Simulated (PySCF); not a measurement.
**Cd²⁺: interval between two levels**

Cd²⁺ [Kr] 4d10 → Cd²⁺ [Kr] 4d9 5s1 [3D3, M_J = 3], as a difference of total energies. Calculation: PySCF 2.14, in x2c-SVPall-2c with one added diffuse shell each of s, p, d type (7s10p7d1f, 79 functions); the two-component X2C-1e Hamiltonian. Correlated levels: [Ar] 3d10 frozen; the 6 highest virtual spinors dropped. "Screened" scales the spin-orbit matrix elements by Boettger's factors to mimic the two-electron term; Breit and QED terms are absent.

```json
{"method": "GHF (spin-free)", "interval between two levels (cm⁻¹)": "82115"}
{"method": "GMP2 (spin-free)", "interval between two levels (cm⁻¹)": "85645"}
{"method": "GHF (screened spin-orbit)", "interval between two levels (cm⁻¹)": "79715"}
{"method": "GMP2 (screened spin-orbit)", "interval between two levels (cm⁻¹)": "83168"}
```

The labels give the starting determinants; with spin-orbit coupling the two ends relaxed to ⟨J²⟩ = 0.00, ⟨L²⟩ = 0.02, ⟨S²⟩ = 0.02 and ⟨J²⟩ = 12.00, ⟨L²⟩ = 6.02, ⟨S²⟩ = 2.02.
